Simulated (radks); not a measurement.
Values are calculated unless marked as measured or tabulated.
Li, 3 electrons, occupied as [He] 3d1 (not the ground configuration). Level of theory: non-relativistic Kohn-Sham, PW91, spin-unpolarised, spherical densities, point nucleus; without spin polarisation the odd electron is poorly described (a radial shooting solver on a logarithmic mesh with Libxc functionals).

Unscreened Slater integrals over Kohn-Sham orbitals (cm^-1). Empty in this configuration: 2s.

F0(3d,3d): 18840
F2(3d,3d): 10184
F4(3d,3d): 6715.4
F0(3d,1s): 24025
G2(3d,1s): 5.5575
F0(3d,2s): 23742
G2(3d,2s): 2510.7
F0(1s,1s): 359970
F0(1s,2s): 83153
G0(1s,2s): 5980.6
F0(2s,2s): 58238

Derived for the open shells (J is the average intra-shell exchange parameter used in DFT+U). 3d: Racah B = F2/49 - 5 F4/441 = 131.7 cm^-1, C = 35 F4/441 = 533.0 cm^-1, C/B = 4.05, F4/F2 = 0.659, J = (F2 + F4)/14 = 1207 cm^-1.
